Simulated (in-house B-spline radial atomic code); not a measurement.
Ar⁷⁺. Computed with a B-spline radial atomic code. Model: all-electron spherical atom, spin shells full or empty, radial basis limit, no spin-orbit coupling: exact exchange with a local potential (Slater, KLI or optimised effective potential, whose far tail is KLI's), no correlation.

Empty minority-spin level lies below the highest occupied level: each spin potential is zero at infinity, spin occupations fixed.

The run also made RPA and GW results, which its time includes.

The Slater potential averages the orbital exchange potentials with the orbital densities as weights, KLI adds orbital constants, and the optimised effective potential minimises the exact-exchange energy among local potentials. So their energies lie above Hartree-Fock in the order OEP, KLI, Slater. All fall off as −1/r, unlike LDA and GGA exchange.

Command:
```bash
python run_gw.py task.json out
```
Settings (nuclear radius in fm, other lengths in bohr, energies in hartree):
```
Z                      18
electrons              11
configuration          [Ne] 3s1
hamiltonian            x2c
method                 oep
lmax                   9
rms_radius             3.4274
spin_polarised         True
box_radius             8.41
intervals              99
ion_configuration      [He] 2s2 2p6
```

Run time, properties included: 5.5 s on 1 thread of Arm Neoverse V1, with other jobs on the host.

Given: hamiltonian one-electron scalar X2C; mean-field start exchange-only OEP.

Computed: energy above Hartree-Fock 2.7935 millihartree.

| radius (bohr) | r times exchange potential up (hartree bohr) | r times exchange potential down (hartree bohr) |
| --- | --- | --- |
| 0.00278 | -0.04092 | -0.042774 |
| 0.00335 | -0.049266 | -0.0515 |
| 0.00403 | -0.059192 | -0.061881 |
| 0.00486 | -0.071251 | -0.074496 |
| 0.00586 | -0.085681 | -0.089596 |
| 0.00706 | -0.10284 | -0.10756 |
| 0.0085 | -0.12317 | -0.12886 |
| 0.0102 | -0.14675 | -0.15359 |
| 0.0123 | -0.17517 | -0.18345 |
| 0.0149 | -0.20917 | -0.21923 |
| 0.0179 | -0.24663 | -0.25877 |
| 0.0216 | -0.29 | -0.30474 |
| 0.026 | -0.33734 | -0.3552 |
| 0.0314 | -0.38898 | -0.41075 |
| 0.0378 | -0.44105 | -0.46755 |
| 0.0455 | ? | ? |
| 0.0549 | -0.53462 | -0.5741 |
| 0.0661 | -0.56358 | -0.61185 |
| 0.0797 | -0.56897 | -0.62832 |
| 0.096 | -0.54141 | -0.61475 |
| 0.116 | -0.49028 | -0.58087 |
| 0.139 | -0.48194 | -0.5887 |
| 0.168 | -0.5825 | -0.70531 |
| 0.202 | -0.73323 | -0.87809 |
| 0.244 | -0.86805 | -1.0441 |
| 0.294 | -0.96728 | -1.1818 |
| 0.354 | -1.026 | -1.287 |
| 0.427 | -1.03 | -1.3482 |
| 0.514 | -0.96318 | -1.358 |
| 0.62 | -0.80501 | -1.3239 |
| 0.747 | -0.65777 | -1.2649 |
| 0.9 | ? | ? |
| 1.08 | -0.911 | -1.1449 |
| 1.31 | -0.96744 | -1.0972 |
| 1.57 | -0.98862 | -1.0444 |
| 1.9 | -0.99703 | -1.0061 |
| 2.29 | -0.9997 | -0.99017 |

Question: What belongs in the row 0.0455?

Answer: r times exchange potential up (hartree bohr): -0.49107; r times exchange potential down (hartree bohr): -0.52335.

Question: What belongs in the row 0.9?

Answer: r times exchange potential up (hartree bohr): -0.77569; r times exchange potential down (hartree bohr): -1.2004.

```csv
occupied,level (hartree),Hartree-Fock level (hartree)
1s up,-120.33,-124.47
1s down,-121.07,-124.43
2s up,-16.352,-17.489
2s down,?,?
2p up,-13.883,-14.655
2p down,-14.626,-14.625
3s up,-5.2554,-5.255
```

Question: What belongs in the row 2s down?

Answer: level (hartree): -17.097; Hartree-Fock level (hartree): -17.417.

```
  empty  level (hartree)
3s down          -5.5521
3p down          -4.9023
  3p up                ?
3d down          -4.0656
  3d up          -3.7315
4s down          -2.7216
  4s up          -2.6447
4p down          -2.4829
  4p up                ?
4d down          -2.1816
```

Question: What belongs in the row 3p up?

Answer: level (hartree): -4.6171.

Question: What belongs in the row 4p up?

Answer: level (hartree): -2.4054.

The highest level, 3s up, differs from Hartree-Fock by -0.01 eV and the deepest, 1s down, by +91.5 eV: a local potential can match the highest level but can't give each shell its own exchange.
